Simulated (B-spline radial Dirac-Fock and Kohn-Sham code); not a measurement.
## Dy³⁺ 4f5/2: cross section and angular parameters

System: Dy³⁺, 1s2 2s2 2p6 3s2 3p6 3d10 4s2 4p6 4d10 4f9 5s2 5p6; threshold 44.64 eV (orbital energy of the model). Method: Dirac-Hartree-Slater photoionisation with a Latter tail; cross sections with all multipoles, angular parameters from the dipole term and its interference with E2. Computed with a radial finite-basis atomic code.

Input of the calculation (task.json; shells as n, l, electrons):

```json
{"items": [{
  "Z": 66,
  "q": 3,
  "cfg": [[1, 0, 2], [2, 0, 2], [2, 1, 6], [3, 0, 2], [3, 1, 6], [3, 2, 10], [4, 0, 2], [4, 1, 6], [4, 2, 10], [4, 3, 9], [5, 0, 2], [5, 1, 6]],
  "A": 164,
  "rrms": 5.2218,
  "do": "xps",
  "hv": [53.8, 54.6, 60, 80, 83.7, 118.0, 150, 193.0, 214.0, 250.0, 270.0, 275.0, 301.0, 402.0, 743.0, 895.0, 948.0, 1150.0, 2000, 2490.0, 3670.0, 4690.0, 5414.7, 6000, 6760.0, 6950.0, 7830.0, 8047.8, 12000, 13600.0]
}]}
```

Command: `python xray2_run.py task.json out`

For linearly polarised light dσ/dΩ = σ/(4π) [1 + β P₂(cos θ) + (δ + γ cos²θ) sin θ cos φ], with θ from the polarisation vector and φ the angle between the beam and the projection of the electron momentum on the plane normal to the polarisation.

```
hν (eV)   σ (kb)      β      γ      δ
   53.8     1330  1.173  0.013  0.003
   54.6     1360  1.132  0.012  0.003
     60     1610  0.906  0.012  0.005
     80     2360  0.513  0.006  0.009
   83.7        ?      ?      ?      ?
    118     2670  0.356  0.003  0.014
    150     2420  0.372  0.004  0.017
    193     2010  0.442  0.008  0.021
    214     1800  0.480  0.009  0.022
    250     1480  0.546  0.012  0.024
    270     1310  0.580  0.013  0.026
    275     1280  0.589  0.014  0.026
    301     1100  0.631  0.017  0.028
    402      628  0.769  0.032  0.035
    743      130  1.003  0.127  0.058
    895     74.9  1.044  0.182  0.068
    948     62.8  1.053  0.201  0.071
   1150     34.0  1.072  0.278  0.084
   2000     5.06  1.030  0.563  0.131
   2490     2.26  0.982  0.691  0.158
   3670    0.506  0.874  0.923  0.220
   4690    0.189  0.799  1.070  0.272
 5414.7    0.104  0.755  1.157  0.309
   6000   0.0678  0.724  1.219  0.337
   6760   0.0408  0.688  1.289  0.373
   6950   0.0362  0.679  1.304  0.382
   7830   0.0216  0.644  1.370  0.422
 8047.8   0.0192  0.636  1.384  0.431
  12000  0.00323  0.521  1.562  0.595
  13600  0.00183  0.487  1.606  0.656
```

Question: Give the values at 83.7 eV.

Answer: σ = 2450 kb, β = 0.478, γ = 0.005, δ = 0.010.
